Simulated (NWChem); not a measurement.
System: PbF2, singlet; SMILES [F][Pb][F]

Input file for NWChem:

```
start job
memory heap 200 mb stack 900 mb global 1100 mb
geometry units angstroms noautoz
  Pb     0.000000     0.000000     0.291192
  F     -1.528028     0.000000    -1.079091
  F      1.528028     0.000000    -1.079091
end
basis spherical
  Pb library def2-svp
  F library def2-svp
end
ecp
  Pb library def2-ecp
end
dft
  xc hfexch
  iterations 150
  vectors input atomic output neutral.movecs
end
task dft energy
charge 1
dft
  odft
  mult 2
  vectors input atomic output cation.movecs
end
task dft energy
```

Low-valent species are run as closed-shell singlets; no triplet was tried in these runs. Geometry: optimised at PBE0/def2-SVP. def2 effective core potentials on Pb; no spin-orbit coupling.

Ions are spin-unrestricted doublets at the neutral geometry; other ion states weren't tried.

Problem. Predict the main results of this run. (Hartree-Fock/def2-SVP with def2 effective core potentials on Pb, vertical spin-unrestricted ions.) Quantities: vertical ionisation energy, ΔSCF (eV); −ε(HOMO) (eV).

Solution. 
```yaml
vertical ionisation energy, ΔSCF (eV): 10.83
"−ε(HOMO) (eV)": 11.98
```
